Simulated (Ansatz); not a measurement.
CH3F2NSi (`C=N[SiH](F)F`). The species carries charge 0 and has multiplicity 1.

```xyz
8

C     1.279   -0.248    0.805
N     0.021   -0.231    0.806
Si   -1.015    0.191   -0.489
F    -0.224    0.532   -1.826
F    -1.928   -1.060   -0.809
H     1.826   -0.527    1.712
H     1.899    0.005   -0.068
H    -1.858    1.338   -0.132
```

(1) What are the harmonic wavenumbers in cm⁻¹ at PBE0-D4/def2-TZVP (Ansatz, finite differences of forces, unscaled)? (Estimate.)

(2) Is this a minimum?

(3) Give the ideal-gas thermochemistry at 298.15 K and 1 bar (rigid rotor, harmonic oscillator; point group C1, symmetry number 1).

(4) And at 400, 500, 600, 800 and 1000 K?

(5) Rotational constants (cm⁻¹)?

## Answers

(1) Computed: 102, 138, 291, 326, 400, 550, 738, 831, 837, 917, 965, 1146, 1225, 1527, 1777, 2324, 3001, 3085.

(2) Yes, all 18 modes are real.

(3) Zero-point energy 120.7 kJ/mol; H(298) − E = 138.7 kJ/mol; entropy 323.3 J/(mol·K), of which translation 165.7, rotation 109.6, vibration 48.0; G(298) − E = 42.3 kJ/mol.

(4) 
```csv
T (K),H − E (kJ/mol),S (J/mol/K),G − E (kJ/mol)
400,148.5,351.5,7.9
500,159.6,376.1,-28.5
600,171.7,398.1,-67.2
800,198.3,436.4,-150.8
1000,227.4,468.8,-241.4
```

(5) 0.2164, 0.1101, 0.08301.
